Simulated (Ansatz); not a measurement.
BCl2(NH2) (BNCl₂H₂). Charge 0, multiplicity 1. Geometry PBE-D4/def2-TZVP.

```xyz
6

B     0.431    0.337    0.194
Cl    2.071   -0.314    0.348
Cl    0.115    2.023    0.635
N    -0.604   -0.472   -0.271
H    -1.554   -0.133   -0.373
H    -0.459   -1.441   -0.534
```

Task: Estimate the orbital energies around the gap (eV) in Ansatz with LDA (SPW92)/def2-TZVP, PBE-D4/def2-SVP, BLYP-D4/def2-TZVP, r2SCAN-D4/def2-TZVP, PBE0-D4/def2-TZVP.

Result: 
| orbital | LDA (SPW92)/def2-TZVP | PBE-D4/def2-SVP | BLYP-D4/def2-TZVP | r2SCAN-D4/def2-TZVP | PBE0-D4/def2-TZVP |
| --- | --- | --- | --- | --- | --- |
| HOMO−13 | -190.05 | -190.11 | -190.10 | -193.16 | -197.41 |
| HOMO−12 | -177.20 | -179.34 | -179.95 | -182.85 | -187.05 |
| HOMO−11 | -22.38 | -22.02 | -22.23 | -23.63 | -25.26 |
| HOMO−10 | -20.86 | -20.53 | -20.65 | -21.86 | -23.49 |
| HOMO−9 | -20.38 | -20.04 | -20.15 | -21.29 | -22.93 |
| HOMO−8 | -13.46 | -13.10 | -13.20 | -13.91 | -15.26 |
| HOMO−7 | -13.36 | -13.08 | -13.12 | -13.72 | -15.02 |
| HOMO−6 | -11.31 | -10.90 | -10.99 | -11.63 | -12.80 |
| HOMO−5 | -10.03 | -9.67 | -9.74 | -10.31 | -11.37 |
| HOMO−4 | -9.48 | -9.04 | -9.11 | -9.69 | -10.84 |
| HOMO−3 | -8.19 | -7.74 | -7.87 | -8.42 | -9.52 |
| HOMO−2 | -7.92 | -7.46 | -7.60 | -8.17 | -9.21 |
| HOMO−1 | -7.52 | -7.08 | -7.22 | -7.76 | -8.83 |
| HOMO | -7.32 | -6.86 | -7.00 | -7.48 | -8.56 |
| LUMO | -1.14 | -0.37 | -0.70 | -0.55 | 0.11 |
| LUMO+1 | -0.20 | 0.70 | -0.12 | 0.71 | 0.73 |
| LUMO+2 | 0.75 | 1.67 | 0.98 | 1.42 | 1.91 |
| LUMO+3 | 0.83 | 1.98 | 1.02 | 1.67 | 1.96 |
| LUMO+4 | 1.64 | 4.11 | 1.82 | 2.50 | 2.65 |
| LUMO+5 | 2.22 | 4.15 | 2.39 | 3.33 | 3.26 |
